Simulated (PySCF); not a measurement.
boron atom (B), doublet. Base run: PySCF with B3LYP/aug-cc-pVDZ.

Geometry (Å):
```xyz
1

B      0.0000     0.0000     0.0000
```
Charge 0, spin multiplicity 2.
Orbitals are unrestricted.
All else is at PySCF's defaults.

Each row names what was changed in the base input (with any setting that the change needs).

| change | basis functions | E (Eh) | HOMO (eV) |
|---|---|---|---|
| base | 23 | -24.66158 | -5.16 |
| basis = cc-pVTZ-DK; relativity = spin-free X2C; nucleus = Gaussian (with mol.nucmod = 'G') | 30 | -24.67075 | -5.13 |
| basis = jorge-DZP-DKH; relativity = none | 15 | -24.66154 | -5.07 |
| basis = jorge-DZP-DKH; relativity = spin-free X2C | 15 | -24.66851 | -5.07 |
| basis = x2c-SVPall; relativity = spin-free X2C | 14 | -24.64158 | -5.15 |
| basis = x2c-SVPall; relativity = spin-free X2C; nucleus = Gaussian (with mol.nucmod = 'G') | 14 | -24.64158 | -5.15 |
| basis = jorge-DZP-DKH; relativity = spin-free X2C; nucleus = Gaussian (with mol.nucmod = 'G') | 15 | -24.66851 | -5.07 |
| basis = cc-pVTZ-DK; relativity = spin-free X2C | 30 | -24.67075 | -5.13 |
| basis = cc-pVTZ-DK; relativity = none | 30 | -24.66378 | -5.14 |
| basis = x2c-SVPall; relativity = none | 14 | -24.63478 | -5.16 |

Absolute energies of different levels of theory aren't comparable as measures of quality.

Open shells are given as the SCF converged; they aren't shown to be the lowest states, and a large step between rows can be another state.

Basis sets contracted for a relativistic Hamiltonian are a mismatch without it, so the rows without relativity aren't non-relativistic limits. No row has spin-orbit coupling; sets with core potentials leave out the core electrons.
